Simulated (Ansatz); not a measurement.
System: CH7Si2 (charge 0, doublet). It need not be the lowest isomer of its formula. SMILES: [SiH2]C[SiH3]
Structure (B3LYP-D3(BJ)/def2-TZVP (Ansatz, a quantum-chemistry and plane-wave program) minimum search):
```xyz
10

Si     1.5005     0.6843     0.0023
C      0.3342    -0.7827    -0.1459
Si    -1.4819    -0.3238     0.0528
H      1.2158     1.6963    -1.0501
H      1.3829     1.3220     1.3410
H      0.5929    -1.5272     0.6120
H      0.4717    -1.2557    -1.1220
H     -1.8732     0.6544    -0.9887
H     -1.7074     0.2828     1.3855
H     -2.3485    -1.5228    -0.0743
```
Charge 0, spin multiplicity 2.

Wanted: atomisation energy (electronic, to ground-state atoms), in eV. Correlated levels leave the core frozen unless marked. Open shells are spin-unrestricted. Spin-orbit coupling is left out. Non-relativistic. The coupled-cluster limit lacks core correlation, which all-electron functionals hold. CBS(X,Y): correlation extrapolated as X^-3; Hartree-Fock from the larger set. [CCSD(T)-MP2]/basis is that difference in the basis named.

```
level                                                                             program  atomisation energy (eV)  minus last row
-------------------------------------------------------------------------  --------------  -----------------------  --------------
HF/aug-cc-pV(D+d)Z                                                                 Ansatz                    24.44           -7.84
HF/cc-pV(Q+d)Z                                                                     Ansatz                    24.97           -7.31
revPBE-D3(BJ)/def2-TZVPD                                                   Ansatz + dftd3                    31.60           -0.68
r2SCAN/def2-TZVPD                                                                  Ansatz                    32.27           -0.01
B97M-V/def2-TZVPD                                                                  Ansatz                    32.33            0.05
PBE0/def2-SVP                                                                      Ansatz                    31.80           -0.48
LC-wPBE-D3(BJ)/def2-TZVPD                                                  Ansatz + dftd3                    32.16           -0.12
MP2/6-31G                                                                          Ansatz                    25.77           -6.51
MP2/cc-pV(D+d)Z                                                                    Ansatz                    29.74           -2.54
MP2/aug-cc-pV(T+d)Z                                                                Ansatz                    31.46           -0.82
RI-MP2/aug-cc-pV(Q+d)Z                                                             Ansatz                    31.87           -0.41
CCSD/cc-pV(T+d)Z                                                                   Ansatz                    31.20           -1.08
CCSD(T)/cc-pVTZ                                                                    Ansatz                    31.33           -0.95
RI-MP2/CBS(cc-pV(T+d)Z,cc-pV(Q+d)Z)+[CCSD(T)-MP2]/cc-pV(T+d)Z                      Ansatz                    32.27           -0.01
RI-MP2/CBS(aug-cc-pV(T+d)Z,aug-cc-pV(Q+d)Z)+[CCSD(T)-MP2]/aug-cc-pV(T+d)Z          Ansatz                    32.28            0.00
```
